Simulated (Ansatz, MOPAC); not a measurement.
Molecule: AlI2, charge 0, multiplicity 2. SMILES: [I][Al][I]

Atoms: Al1, I2, I3. Bonds: Al1-I2, Al1-I3.

Bond lengths (Å) and angles (degrees) optimised at MNDO with MOPAC; HF/STO-3G with Ansatz (an electronic-structure program); HF/6-31G* with LANL2DZ past Ar with Ansatz, each started from the B3LYP-D3(BJ)/def2-TZVP structure (Ansatz) of the last column. A row stands for all coordinates that are equal there. 6-31G* holds six Cartesian d functions. No wavenumbers were computed at MNDO, HF/STO-3G, so these may be saddle points.

```csv
coordinate,MNDO,HF/STO-3G,HF/6-31G* with LANL2DZ past Ar,B3LYP-D3(BJ)/def2-TZVP
Al1-I2,2.315,2.465,2.506,2.513
I2-Al1-I3,152.1,116.3,119.3,119.8
```

Mean signed difference of all 2 bond lengths from B3LYP-D3(BJ)/def2-TZVP: MNDO -0.198 Å, HF/STO-3G -0.048 Å, HF/6-31G* with LANL2DZ past Ar -0.007 Å.
